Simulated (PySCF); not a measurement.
A survey of ²⁹Si NMR shifts

PySCF 2.14 calculation with PBE0/pcSseg-1 with gauge-including orbitals and structure optimised with GFN2-xTB; no relativistic terms, gas phase, single conformer, averaged over atoms made equivalent by symmetry, fast rotation or ring inversion.

Shieldings were converted by a linear fit to measured shifts: ²⁹Si (scatter 8.9 ppm rms, 25.8 ppm with the 6 outliers that the fit left out vs TMS, solution or neat liquid). A few per cent of atoms miss by over 2 rms, more outside the fitted compound classes.

Give the ²⁹Si shifts of `CO[SiH2]/C(C)=C\F`, `CO[SiH2]/C(C)=C\F`, `C#C[C@H]([SiH3])/N=C(/C)C=C`, `C#C[C@H]1C/C(=C\F)[SiH2]C1=C`.

## Answers


| compound | environment | δ (ppm) |
| --- | --- | --- |
| CO[SiH2]/C(C)=C\F | silicon bonded to C, O, 2 H | -31.0 |
| CO[SiH2]/C(C)=C\F | silicon bonded to C, O, 2 H | -31.0 |
| C#C[C@H]([SiH3])/N=C(/C)C=C | silicon bonded to C, 3 H | -57.7 |
| C#C[C@H]1C/C(=C\F)[SiH2]C1=C | silicon bonded to 2 C, 2 H, in a 5-membered ring | -49.8 |
